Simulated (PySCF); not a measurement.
C3H7F2OSi (doublet state).
Z-matrix (Å and degrees, GFN2-xTB geometry), rows numbered from 1:
```
C 
C   1  1.4663
O   2  1.4013  1  114.68
Si  3  1.6126  2  130.56  1    54.74
C   4  1.9273  3  100.18  2   173.56
F   5  1.3639  4  110.16  3   154.69
F   5  1.3634  4  111.16  3   -88.80
H   1  1.0707  2  119.31  3  -178.29
H   1  1.0690  2  120.36  3     6.61
H   2  1.1054  1  110.81  3  -119.76
H   2  1.1041  1  110.20  3   123.36
H   4  1.4619  3  114.44  2   -71.63
H   4  1.4610  3  113.39  2    57.69
H   5  1.0985  4  116.01  3    33.28
```

The hyperfine couplings belong to this conformer and change with its torsions.

The species is `[CH2]CO[SiH2]C(F)F` [radical].

Computed, not measured: UKS B3LYP, pcH-1 on C F H O Si, non-relativistic, mean-field spin-orbit, GIAO in PySCF 2.14.0. Geometry: GFN2-xTB, one conformer, isolated molecule. The geometry wasn't refined by DFT: couplings that depend on bond lengths, twists or pyramidal angles can differ widely from those at the functional's own minimum. No stability test was run, so a lower SCF solution isn't excluded.

Task: Match the computed a_iso(13C) values +87.1, -38.7 MHz with the sites C1; C2.

Result: 
```tsv
site	a_iso (MHz)	ρ(0) (bohr⁻³)	position	distance from C1 (Å)	spin population	largest |T| (MHz)
C1	+87.1	+0.0776	largest spin population	0.00	+1.06	161.7
C2	-38.7	-0.0345	1 bond from C1	1.47	-0.09	2.9
```

ρ(0) is the spin density at the nucleus and T the dipolar tensor; a_iso includes a spin–orbit part; entries for several nuclei are means. Largest spin populations (Mulliken): C1 (+1.06) and C2 (-0.09). No atom but C1 exceeds +0.15. The positive populations add up to 1.17 and the negative ones to -0.17, together 2S = 1. The angles at C1 add up to 359.8°, so it is planar; its axial dipolar tensor and the negative couplings of its protons fit spin in a p orbital normal to that plane.

Examples of negative spin density at the nucleus (bohr⁻³): C2 (-0.0345) and H8/H9 (-0.0142).

Class means assume fast exchange of nuclei equivalent by connectivity; if that motion is slow, each nucleus keeps its own coupling. The 1H value of +132.6 MHz is a mean of couplings from 119.9 to 145.2 MHz in this one geometry, not an average over conformers.
